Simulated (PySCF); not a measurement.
S3, SMILES [S]S[S-], charge -1, multiplicity 2. Atoms are numbered in the order given.

```xyz
3

S      0.0000     0.0000     0.7296
S      0.0000     1.7156    -0.3648
S      0.0000    -1.7156    -0.3648
```
Charge -1, spin multiplicity 2.

The structure is a stationary point at B3LYP-D3(BJ)/def2-SVPD.

These are PBE/pcH-1 in PySCF values and carry that method's errors.

Unrestricted Kohn–Sham, ⟨S²⟩ = 0.751. Hyperfine tensors hold the contact and dipolar terms, without spin-orbit corrections.

Computed hyperfine couplings:
```json
[
 {"nucleus": "33S no. 1", "A(iso) (MHz)": "5.8", "A(iso) (G)": "2.1", "dipolar principal values (MHz)": "-40.1, -38.4, 78.5"},
 {"nucleus": "33S no. 2", "A(iso) (MHz)": "-2.0", "A(iso) (G)": "-0.7", "dipolar principal values (MHz)": "-30.4, -30.0, 60.3"},
 {"nucleus": "33S no. 3", "A(iso) (MHz)": "-2.0", "A(iso) (G)": "-0.7", "dipolar principal values (MHz)": "-30.4, -30.0, 60.3"}
]
```

Task: And the g tensor (effective nuclear charges for spin-orbit coupling, GIAO)? (The exact figures need the calculation; the answer reports its results.)

Result: principal values 2.0017, 2.0401, 2.0620; isotropic 2.0346.
